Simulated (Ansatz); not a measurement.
```yaml
crystal:
  periodic: [false, false, false]
  atoms:
    - {symbol: Ge, position_ang: [-0.150075, 0.076444, -0.596847]}
    - {symbol: Se, position_ang: [-1.731689, -0.933506, 0.638054]}
    - {symbol: Se, position_ang: [1.881764, 0.857063, -0.041207]}
basis:
  gaussian: {orbitals: def2-TZVPP}
total_charge: -1
magnetization: {spin_polarized: true, initial_magnetization: 1}
hamiltonian: {xc: {name: PBE}}
correlation: {method: rpa}
```

```sh
$ ansatz run in.yaml --threads 4 --pin off --events-out ev --progress --plain --max-ram 3916MiB
```

Shortened log:

```
Functional definition: PBE
  name "PBE"
  cite "Perdew, Burke & Ernzerhof, Phys. Rev. Lett. 77, 3865 (1996) doi:10.1103/PhysRevLett.77.3865"
  parent pbe
  parameter kappa = 0.804
  parameter beta = 0.06672455060314922
  exchange = pbe_x(kappa = kappa, mu = beta*pi^2/3)
  correlation = pbe_c(beta = beta)
981 factors; integrals over basis functions are off by at most 5.5e-4 eV
mean field evaluation 1: about -187191.9858 eV, gradient 2.5e1 eV
mean field evaluation 2: about -187191.9807 eV, gradient 2.5e1 eV
mean field evaluation 4: about -187191.8134 eV, gradient 1.6e1 eV
mean field evaluation 8: about -187193.1818 eV, gradient 1.0e-1 eV
mean field evaluation 16: about -187193.1818 eV, gradient 3.6e-5 eV
mean field evaluation 32: about -187191.5661 eV, gradient 4.1e-1 eV
mean field evaluation 64: about -187193.1677 eV, gradient 4.8e-1 eV
mean field -187193.18183668 eV, -6879.2225484020 hartree, gradient 1.6e-6 eV, S^2 0.753088; 6 other end points of the search recorded, 0 dependent functions left out
27 core orbitals not correlated: weight in the atoms' cores, before any rotation towards them, 1.000 or more for the frozen orbitals, at most 0.000 for the correlated occupied ones
reference -187081.32364654 eV, -6875.1118357345 hartree; 24, 23 occupied and 93, 94 virtual orbitals, 981 factors
Total energy: -187112.10609674 eV, -6876.2430699145 hartree
```

Run time 11 s (4 threads of Arm Neoverse V1 on a shared host).

Correlated methods freeze 27 core orbitals; core or outer-core shells of Ge, Se are correlated, in sets that lack core-valence functions. The highest occupied level of an anion often lies above zero with these methods, and sets without diffuse functions describe the outer electron poorly.
